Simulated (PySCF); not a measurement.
**Exercise with solution: chemical shift, span and skew from a shielding tensor**

C₃H₈O₂Si, SMILES OC[SiH]1COC1. Atoms are numbered in the order given.

```xyz
14

O      2.6522    -0.0484     0.5283
C      1.7349     0.0889    -0.5643
Si     0.0084     0.4846     0.1260
C     -1.0583    -0.9306     0.8220
O     -2.1247    -0.6040    -0.1048
C     -1.5607     0.4173    -0.9615
H      2.7455     0.8233     0.9425
H      2.0817     0.8313    -1.3121
H      1.7195    -0.8841    -1.0817
H      0.1641     1.6850     1.0015
H     -0.6793    -1.9566     0.6532
H     -1.4146    -0.8674     1.8647
H     -2.2181     1.3037    -1.0008
H     -1.4313     0.0459    -1.9965
```

Coordinates come from a TPSSh-D3(BJ)/def2-SVP optimisation. A frequency run showed that this geometry is not a minimum. The structure was generated by enumeration, and PubChem lists no compound with its InChIKey, so it may never have been made. One conformer was computed; it need not be the lowest.

GIAO shieldings from PBE/pcSseg-1 (PySCF), non-relativistic, no solvent. The symmetric part of the tensor of C4 has the principal values 61.0, 82.7, 177.3 ppm. The same nucleus in TMS has σ = 182.0 ppm at this level (PySCF, at its B3LYP-D3(BJ)/def2-TZVP geometry).

**Question.** Work out the isotropic shielding, the ¹³C shift against TMS, the span and the skew.

**Answer.** 
σ(iso) = (σ11 + σ22 + σ33)/3 = 107.0 ppm. δ = σ(ref) − σ(iso) = 182.0 − (107.0) = 75.0 ppm.
Span Ω = σ33 − σ11 = 116.3 ppm. Skew κ = 3(σ(iso) − σ22)/Ω = 0.63. Tumbling in solution averages the tensor to δ; in a static solid the shielding alone would spread this spin-1/2 line over Ω.
